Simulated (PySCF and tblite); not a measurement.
Values are calculated unless marked as measured or tabulated.
C₅H₄OS, numbered as in [O:1]=[CH:2][c:3]1[cH:4][cH:5][cH:6][s:7]1. The same 2 conformers on PBE0-D3(BJ)/def2-SVP geometries, with only the solvent of the single-point energies changed (functional PBE0, basis set def2-TZVP, D3(BJ) where defined; PySCF).

Torsions listed: O1–C2–C3–S7.

```csv
conformer,shape,symmetry,dipole D
1,0°,Cs,3.88
2,179°,Cs,3.46
```

Energies (kcal/mol) above conformer 1 and its weight at 298.15 K (thermal terms from GFN2-xTB):

| solvent | E(2) − E(1) | weight of 1 (%) | dipole of 1 (D) | of 2 |
| --- | --- | --- | --- | --- |
| gas phase | 1.08 | 87 | 3.88 | 3.46 |
| cyclohexane | 1.14 | 88 | 4.44 | 3.93 |
| chloroform | 1.25 | 90 | 4.92 | 4.33 |
| acetone | ? | ? | ? | ? |
| water | 1.40 | 92 | 5.40 | 4.71 |

**Question.** What does acetone give?

**Answer.** E(2) − E(1) = 1.37 kcal/mol, weight of conformer 1 91 %, dipoles 5.30 and 4.63 D.

**Question.** How much does the choice of solvent matter?

**Answer.** The widest range is that of E(2) − E(1), which runs from 1.08 (gas phase) to 1.40 kcal/mol (water), a spread of 0.32, against RT = 0.59.
